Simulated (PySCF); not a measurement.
C2H7OSi, SMILES C[SiH](C)[O] (connectivity only; charge and spin as stated), charge -1, multiplicity 1.

Coordinates come from a B3LYP-D3(BJ)/def2-SVPD optimisation. The spin state was assumed, not searched. The isomer is the one that the SMILES or the coordinates give; other isomers of the formula were not compared.

These are CAM-B3LYP/def2-SVPD in PySCF values and carry that method's errors.

Symmetry labels are those of the subgroup Cs that the program uses (full group Cs).

Computed valence orbital energies around the gap with their symmetry:
```
orbital  symmetry  energy (eV)
-------  --------  -----------
HOMO−7         A'        -8.33
HOMO−6         A"        -7.92
HOMO−5         A"        -7.90
HOMO−4         A'        -5.34
HOMO−3         A"        -5.33
HOMO−2         A'        -4.53
HOMO−1         A"        -2.68
HOMO           A'        -2.66
LUMO           A'         5.04
LUMO+1         A"         5.65
LUMO+2         A'         6.06
LUMO+3         A'         6.77
```
